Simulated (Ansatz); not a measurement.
Consider the ligand exchange at a Ga–O bond: `C[O][Ga]([OH])[Cl]` + H–F → `[OH][Ga]([F])[Cl]` + CH₃OH.

Program: Ansatz. Geometries: PBE0-D4/def2-TZVP. ΔE: electronic, gas phase. CBS: MP2 limit from def2 TZ/QZ plus the TZ coupled-cluster correction, frozen cores. This one scheme is used for every species. Functionals use def2-TZVPP. B3LYP here is the variant with VWN-RPA as its local correlation; programs differ in this. For Ga outer-core shells are correlated without core-valence functions, which leaves a few kJ/mol of doubt a bond. Scalar relativity is left out up to krypton. Each species was taken in one conformer, which may not be the lowest.

| level | ΔE (kJ/mol) |
| --- | --- |
| PBE-D4 | -25.0 |
| B3LYP-D4 | -25.2 |
| PBE | -30.3 |
| r2SCAN | -29.6 |
| PBE0 | -29.6 |
| CCSD(T)/def2-TZVPP | -20.8 |
| MP2/def2-QZVPP | -16.5 |
| CCSD/CBS(def2) | -20.2 |

What does CCSD(T)/CBS give? (Estimate.)

Ansatz gave: -17.7 kJ/mol. The listed levels differ from it by -7.3, -7.5, -12.6, -11.9, -11.9, -3.1, 1.2, -2.5 kJ/mol.

Largest T1 diagnostic among the species: 0.014.

The D4 term adds +8.3 kJ/mol with B3LYP and +4.7 kJ/mol with PBE0; it sums over pairs of atoms, weighted by their polarisabilities, and B3LYP, whose exchange is more repulsive, gets the larger term. In def2-TZVPP, CCSD(T) changes the Hartree–Fock value by +18.4 kJ/mol (the triples alone add +2.5 kJ/mol) and MP2 by +21.3 kJ/mol.
